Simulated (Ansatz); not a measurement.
`[NH2][Mg][Br]` + `[F][Mo]([F])(=[S])=[S]` → `[F][Mg][Br]` + `[NH2][Mo]([F])(=[S])=[S]` at 600 K and 1 bar (redistribution).

Calculated with Ansatz (gas phase, PBE0-D4/def2-TZVP geometries, no zero-point term in ΔE). CCSD(T)/CBS is the MP2 limit (def2-TZVPP, def2-QZVPP) plus CCSD(T) − MP2 in def2-TZVPP, frozen cores. Elements past krypton have def2 core potentials. For Br, Mg, Mo outer-core shells are correlated without core-valence functions, which leaves a few kJ/mol of doubt a bond. Scalar relativity is left out up to krypton. Each species was taken in one conformer, which may not be the lowest.

| species | CCSD(T)/CBS energy (Eh) | H − E (kJ/mol) | S (J/(mol·K)) |
| --- | --- | --- | --- |
| `[NH2][Mg][Br]` | -2829.22045 | 105.5 | 355.7 |
| `[F][Mo]([F])(=[S])=[S]` | -1063.43174 | 69.3 | 404.2 |
| `[F][Mg][Br]` | -2873.15166 | 39.1 | 317.2 |
| `[NH2][Mo]([F])(=[S])=[S]` | -1019.53735 | 139.2 | 433.1 |

H − E and S are ideal-gas, rigid-rotor, harmonic terms from PBE0-D4/def2-TZVP, for one conformer and one mirror image of each species. 1 Eh = 2625.50 kJ/mol, R = 8.31446 J/(mol·K).

By hand: ΔE, ΔH, ΔS and ΔG.

ΔE = (-2873.15166) + (-1019.53735) − (-2829.22045) − (-1063.43174) = -0.03682 Eh = -96.7 kJ/mol. Δ(H − E) = 39.1 + 139.2 − 105.5 − 69.3 = 3.5, so ΔH = -93.2 kJ/mol. ΔS = 317.2 + 433.1 − 355.7 − 404.2 = -9.6 J/(mol·K). ΔG = -93.2 − 600 × (-9.6)/1000 = -87.4 kJ/mol.

By hand: the equilibrium constant, and the temperature at which ΔG would vanish if ΔH and ΔS stayed fixed.

log₁₀ K = −ΔG/(RT ln 10) = 7.6. ΔG = 0 at ΔH/ΔS = 9708 K, far beyond where these terms or the molecules hold.

The number of gas molecules stays the same, so ΔS is small and ΔH decides. A doubt of 5 kJ/mol in ΔE shifts log₁₀ K by 0.4 here. Other conformers and mirror images would add mixing entropy, several J/(mol·K) or more a flexible species. These are equilibria of isolated gas molecules and say nothing of rates. Largest T1 diagnostic: 0.025 (customary marks: 0.02 for closed shells, 0.045 for open ones).
